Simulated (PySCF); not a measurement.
Br4V, neutral, multiplicity 2. Atoms are numbered in the order given.

```xyz
5

V      0.0000     0.0000     0.0000
Br    -1.3049     1.3049     1.3572
Br    -1.3049    -1.3049    -1.3572
Br     1.3049     1.3049    -1.3572
Br     1.3049    -1.3049     1.3572
```
Charge 0, spin multiplicity 2.

Geometry: B3LYP-D3(BJ)/def2-SVP. The spin state was assumed, not searched.

All values below come from PySCF with PBE/def2-TZVP.

ESP charges are fitted to the potential on shells at 1.4 to 2.0 van der Waals radii. Atomic charges (e):

```json
[
 {"atom": "V1", "meta-Löwdin": "0.90", "ESP fit": "…", "Löwdin": "-1.12", "Mulliken": "0.74", "Mulliken spin": "1.07"},
 {"atom": "Br2", "meta-Löwdin": "-0.23", "ESP fit": "…", "Löwdin": "0.28", "Mulliken": "-0.18", "Mulliken spin": "-0.02"},
 {"atom": "Br3", "meta-Löwdin": "-0.23", "ESP fit": "…", "Löwdin": "0.28", "Mulliken": "-0.18", "Mulliken spin": "-0.02"},
 {"atom": "Br4", "meta-Löwdin": "-0.23", "ESP fit": "…", "Löwdin": "0.28", "Mulliken": "-0.18", "Mulliken spin": "-0.02"},
 {"atom": "Br5", "meta-Löwdin": "-0.23", "ESP fit": "…", "Löwdin": "0.28", "Mulliken": "-0.18", "Mulliken spin": "-0.02"}
]
```

**Question.** What belongs in the gaps? (An estimate is asked for; the answer gives what the named calculation found.)

**Answer.** 
- V1, ESP fit: -0.09
- Br2, ESP fit: 0.02
- Br3, ESP fit: 0.02
- Br4, ESP fit: 0.02
- Br5, ESP fit: 0.02
